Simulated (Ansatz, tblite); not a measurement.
Cost and result up the ladder for the cluster Zn2F2⁺ (the lowest doublet isomer of a short search) (4 atoms). Charge 1, multiplicity 2. Geometry: PBE0-D4/def2-SVP.

```xyz
4

Zn    0.498   -0.233   -0.794
Zn   -1.438    0.668    2.304
F    -0.430    0.190    0.706
F     1.370   -0.625   -2.215
```

Ansatz on 4 threads of Arm Neoverse V1 on a shared host; xTB runs through tblite on one thread. Times are rough, summed over both states, and most runs start from the orbitals of an earlier one. ωB97X-V/def2-TZVP serves as the yardstick here, not as an exact answer. Differences are given only for rows in sets of like size (and for xTB, whose basis is part of the method), since another set adds its own error. The other state is a quartet at its own geometry, which has other bonds, so the gap mixes isomer and spin.

The xTB rows come from tblite. HSE06 is defined as in plane-wave codes, on full-range PBE exchange. Correlated methods freeze 20 core orbitals. The rows differ in basis, and correlated rows in double-zeta sets carry the largest basis error. In CCSD on the charge 1 quartet the largest single amplitude is 0.25, so its Hartree–Fock determinant may place the open shell otherwise than the density functionals do. In the quartet, F3 and F4 lie 1.96 Å apart (atoms count from 1), so these atoms are partly bonded to each other. The structure comes from a short search, and lower isomers may exist.

Correlated methods converge slowly with the basis, most of all in double-zeta sets (MP2 moves by 0.49 eV from def2-SVP to def2-TZVP here).

xTB has no spin-polarisation term.

| level | functions | quartet − doublet (eV) | difference from ωB97X-V/def2-TZVP (eV) |
| --- | --- | --- | --- |
| PBE0-D4/def2-TZVP | 158 | 4.02 | -0.27 |
| r2SCAN-D4/def2-TZVP | 158 | 3.82 | -0.46 |
| PBE-D4/def2-TZVP (with forces) | 158 | 3.81 | -0.48 |
| ωB97X-V/def2-TZVP | 158 | 4.29 | 0.00 |
| HF/def2-TZVP | 158 | 3.98 | -0.31 |
| BLYP-D4/def2-TZVP | 158 | 3.76 | -0.53 |
| MP2/def2-TZVP | 158 | 5.28 | 1.00 |
| BHLYP-D4/def2-TZVP | 158 | 4.17 | -0.12 |
| GFN2-xTB | 16 | 2.27 | -2.02 |
| RPA@PBE/def2-TZVP | 158 | 3.85 | -0.44 |
| HSE06-D4/def2-TZVP | 158 | 4.02 | -0.27 |
| GFN1-xTB | 16 | 2.71 | -1.57 |
| CCSD(T)/def2-SVP | 90 | 4.22 | – |

(1) Estimate how long each takes.

## Answers

(1) GFN1-xTB 0.004 s; GFN2-xTB 0.004 s; PBE-D4/def2-TZVP (with forces) 5.9 s; BLYP-D4/def2-TZVP 6.1 s; HF/def2-TZVP 6.4 s; MP2/def2-TZVP 7.5 s; HSE06-D4/def2-TZVP 8.5 s; PBE0-D4/def2-TZVP 8.9 s; RPA@PBE/def2-TZVP 9.3 s; BHLYP-D4/def2-TZVP 9.4 s; r2SCAN-D4/def2-TZVP 13 s; CCSD(T)/def2-SVP 13 s; ωB97X-V/def2-TZVP 26 s. On shared hardware such times vary by a factor of up to 3.
